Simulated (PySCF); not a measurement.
Compound: C6H12BNO.
Z-matrix (Å and degrees, PBE0-D3(BJ)/def2-SVP geometry), rows numbered from 1:
```
C 
C   1  1.4909
C   2  1.3376  1  124.07
N   3  1.4170  2  124.68  1  -176.71
C   4  1.3980  3  116.24  2    43.69
O   5  1.2008  4  125.88  3  -170.16
B   4  1.4597  3  120.24  2  -137.98
C   7  1.5676  4  121.37  3  -175.39
C   7  1.5767  4  117.42  3     3.40
H   1  1.1000  2  111.70  3    -1.29
H   1  1.1025  2  111.07  3  -122.14
H   1  1.1028  2  111.30  3   119.35
H   2  1.0969  1  117.05  3   179.34
H   3  1.0946  2  120.07  1     1.91
H   5  1.1152  4  111.57  3    10.36
H   8  1.1001  7  113.07  4    44.31
H   8  1.0998  7  111.85  4   169.08
H   8  1.1041  7  109.14  4   -71.23
H   9  1.1007  7  114.25  4    36.90
H   9  1.0996  7  111.77  4   161.24
H   9  1.1071  7  108.58  4   -81.83
```

The closed-shell ground state was solved at several levels (PySCF, density fitting, gas phase, non-relativistic).

```tsv
level	basis functions	HOMO (eV)	LUMO (eV)	gap (eV)	dipole (D)
PBE/pcSseg-1	213	-5.96	-1.71	4.25	3.30
PBE0/pcSseg-1	213	-7.12	-0.68	6.44	3.46
```

Task: Estimate the row for wB97X-D/def2-SVPD, a basis of 279 functions; the other rows only guide the guess.

Result: HOMO -8.94 eV, LUMO 1.07 eV, gap 10.01 eV, dipole 3.53 D.

Task: Over all these levels, which gives the widest orbital gap and which the narrowest?

Result: wB97X-D/def2-SVPD (range-separated hybrid) has the widest, 10.01 eV, and PBE/pcSseg-1 (GGA) the narrowest, 4.25 eV. Functional and basis both differ between the two, so the spread mixes both effects.

Task: How far do the dipole and the HOMO energy spread over the levels?

Result: The dipole runs from 3.30 to 3.53 D (mean 3.43 D) and the HOMO from -8.94 to -5.96 eV.

One conformer stands for the species.
